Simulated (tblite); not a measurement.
Isomers of C2H10N2OSi3. All values are computed: GFN2-xTB (tblite) harmonic vibrations without scaling, gas phase. Errors from tens to a few hundred cm⁻¹ against measured bands are possible. Modes of hydrogen on silicon can be 10 to 20 % off. One conformer each.

Electronic energies: GFN2-xTB at the same geometries; isomer energies are rough at this level and their order can be wrong.

```tsv
SMILES	electronic energy, lowest = 0 (kcal/mol)
N[SiH2]O[Si@@H]1C=C[SiH2]N1	0.0
O=CN[Si@@H]1N[SiH2]C[SiH2]1	44.0
CO[Si@@H](N)[SiH2][SiH2]C#N	87.6
```

Problem. How do GFN2-xTB zero-point energies change the relative energies?

Solution. 
```tsv
SMILES	ZPE (kcal/mol)	of it from modes above 1550 cm⁻¹	electronic (kcal/mol)	with ZPE, lowest = 0 (kcal/mol)	lowest mode (cm⁻¹)	rings
N[SiH2]O[Si@@H]1C=C[SiH2]N1	74.4	41.8	0.0	0.0	7	1
O=CN[Si@@H]1N[SiH2]C[SiH2]1	74.8	40.6	44.0	44.4	44	1
CO[Si@@H](N)[SiH2][SiH2]C#N	72.9	41.5	87.6	86.1	9	0
```

The zero-point energies span 1.9 kcal/mol, from `CO[Si@@H](N)[SiH2][SiH2]C#N` to `O=CN[Si@@H]1N[SiH2]C[SiH2]1`. The order is unchanged.
